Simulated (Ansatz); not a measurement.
C3H7N, SMILES `C=NCC` (C–N–C–C torsion 121°) (charge 0, multiplicity 1).

Cartesian coordinates (Å):
SMILES: C=NCC
```xyz
11

C      1.8354    -0.2506     0.7624
N      0.7087     0.2395     1.0268
C     -0.1840     0.5205    -0.0729
C     -1.4861    -0.2413     0.0919
H      2.1726    -0.4668    -0.2620
H      2.5255    -0.4778     1.5746
H      0.2781     0.2881    -1.0459
H     -0.3919     1.5957    -0.0549
H     -1.3121    -1.3188     0.0505
H     -1.9439    -0.0095     1.0551
H     -2.1883     0.0237    -0.7013
```
Charge 0, spin multiplicity 1.

Frozen-core energies in 6-31g from Ansatz (a program for electronic structure) at a geometry from PBE0-D3(BJ)/def2-TZVP; the HF reference has <S^2> = 0.00 (restricted, and unstable towards unrestricted orbitals) and the T1 diagnostic is 0.009.

| level | energy (Ha) |
|---|---|
| HF | -172.01658 |
| MP2 | -172.40001 |
| CCSD | -172.44212 |
| CCSD(T) | -172.45327 |

Estimate the energies of CCSDT and CCSDT(Q), and give each level's difference from CCSDT(Q).


| level | energy (Ha) | difference from CCSDT(Q) (mHa) |
|---|---|---|
| MP2 | -172.40001 | 54.87 |
| CCSD | -172.44212 | 12.76 |
| CCSD(T) | -172.45327 | 1.61 |
| CCSDT | -172.45383 | 1.05 |
| CCSDT(Q) | -172.45488 | 0.00 |
